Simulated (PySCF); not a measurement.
# C5H5NO: core ionisation energies

C₅H₅NO.
Atom-mapped SMILES: `[O:1]=[CH:2][n:3]1[cH:4][cH:5][cH:6][cH:7]1`

Computed with delta-SCF UKS SCAN, pcX-2 on the ionised atom, pcseg-1 elsewhere, spin-free X2C (PySCF). Binding energies are ΔSCF values: E(core-ionised, relaxed orbitals) − E(ground state) at a fixed geometry, referred to the vacuum level.

Question: Give the core binding energies atom by atom.

Answer: 
```csv
atom(s),environment,level,binding energy (eV),above the level's lowest (eV),count
O1,amide oxygen,O 1s,537.84,0.00,1
N3,pyrrole-type nitrogen,N 1s,406.84,0.00,1
C4/C7,aromatic CH next to a ring nitrogen,C 1s,291.27,+0.79,2
C5/C6,aromatic CH carbon,C 1s,290.48,0.00,2
```

The listed C 1s values span 0.79 eV, from C5/C6 (bonded to 2 C (aromatic in the SMILES) and H) to C4/C7 (bonded to N (aromatic in the SMILES), C (aromatic in the SMILES) and H).

Question: Which effective nuclear charge Zeff reproduces each element's mean 1s value in the hydrogen-like formula E = 13.606 eV × Zeff²?

Answer: C (Z = 6): mean 290.9 eV, Zeff = 4.62, Z − Zeff = 1.38; N (Z = 7): mean 406.8 eV, Zeff = 5.47, Z − Zeff = 1.53; O (Z = 8): mean 537.8 eV, Zeff = 6.29, Z − Zeff = 1.71. Means run over the listed sites, weighted by atom count.

Question: What is the longest wavelength that can ionise C 1s of C4/C7 vertically?

Answer: λ = hc/E = 12398.42 eV Å / 291.27 eV = 42.567 Å.

Topologically equivalent atoms share the value of their first member; where this conformer doesn't relate them by symmetry, their own values could differ. The list is incomplete; no value stands for C 1s of C2 (hole states with ⟨S²⟩ of 1 or more are left out). Geometry: PBE0-D3(BJ)/def2-SVP, one conformer, isolated molecule.

Hardware: x86-64 server, one thread (shared host). Cost: 51 s wall.

The values belong to the conformer `[O:1]=[CH:2][n:3]1[cH:4][cH:5][cH:6][cH:7]1`: O1–C2–N3–C4 180°.
